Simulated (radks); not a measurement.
Spin polarisation of the 5p3 shell in Sb. Start: [Kr] 4d10 5s2 5p(up 1.5, down 1.5); electrons of 5p are moved from spin down to spin up, other shells keep equal spins. Method: scalar-relativistic Kohn-Sham, PBE, spin-polarised, spherical densities, finite nucleus; Fermi nuclear charge, rms radius of each element as measured or else 0.836 A^(1/3) + 0.57 fm; computed with a radial shooting solver on a logarithmic mesh with Libxc functionals.

\begin{tabular}{lrrrrr}
moment (Bohr magnetons) & E - E(0) (eV) & e(5p up) (eV) & e(5p down) (eV) & 5s down minus up (eV) & 4d down minus up (eV) \\ \hline
0 & 0.000 & -4.828 & -4.828 & 0.000 & 0.000 \\
0.75 & -0.089 & -5.045 & -4.571 & 0.453 & 0.066 \\
1.5 & -0.357 & -5.224 & -4.270 & 0.910 & 0.133 \\
2.25 & -0.805 & -5.365 & -3.927 & 1.372 & 0.201 \\
3 & -1.436 & -5.467 & -3.528 & 1.834 & 0.272 \\
\end{tabular}

At moment 3 the spin-polarisation energy is -1.436 eV and the 5p exchange splitting 1.939 eV, that is 0.646 eV per Bohr magneton; E = -I m^2/4 would give I = 0.638 eV.
